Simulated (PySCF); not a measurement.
CH4BrInO (SMILES C[O][InH][Br]), singlet, at a GFN2-xTB geometry (such geometries of metal compounds can be far from the true shape) (all electrons, no relativity); CASSCF(4,6)+NEVPT2/STO-3G (PySCF).

The PySCF input:
```python
from pyscf import gto, scf, mcscf, mrpt
import numpy

mol = gto.M(
    atom='''
In   -0.73769868   -0.44365677    0.18079532
H    -2.08255273   -1.06928735    0.99707173
Br    1.11511138    1.07437123    0.79940783
O    -0.61917872   -1.06333989   -1.68409071
C     0.37296286   -0.72717625   -2.61942044
H     0.87589286   -1.64010651   -2.95387013
H    -0.09516771   -0.24017421   -3.48076800
H     1.13581735   -0.04446665   -2.21142999
''',
    basis='sto-3g',
    verbose=3,
)

mf = scf.RHF(mol)
mf.kernel()
mc = mcscf.CASSCF(mf, 6, 4)
mc.fix_spin_(ss=0.0)
mc.kernel()
occ = numpy.linalg.eigvalsh(mc.fcisolver.make_rdm1(mc.ci, mc.ncas, mc.nelecas))[::-1]
ss = mc.fcisolver.spin_square(mc.ci, mc.ncas, mc.nelecas)[0]
print('natural occupations', occ.round(4), ' <S^2>', round(ss, 4))
e2 = mrpt.NEVPT(mc).kernel()
print('E(NEVPT2) = %.10f' % (mc.e_tot + e2))
```

Question: Write the output that PySCF gives for this input, abridged.

Answer: 
```
converged SCF energy = -8341.20753165254
CASSCF energy = -8341.23777838137
CASCI E = -8341.23777838137  E(CI) = -5.28003572583839  S^2 = 0.0000000
natural occupations [1.9704e+00 1.9656e+00 3.3900e-02 2.7900e-02 2.0000e-03 1.0000e-04]  <S^2> 0.0
Sr    (-1)',   E = -0.00007068550132
Si    (+1)',   E = -0.01405089976985
Sijrs (0)  ,   E = -0.03337483998905
Sijr  (+1) ,   E = -0.02160770347126
Srsi  (-1) ,   E = -0.00119354558718
Srs   (-2) ,   E = -0.00003936620090
Sij   (+2) ,   E = -0.01946429998566
Sir   (0)' ,   E = -0.00723529066991
Nevpt2 Energy = -0.097036631175138
E(NEVPT2) = -8341.3348150125
```
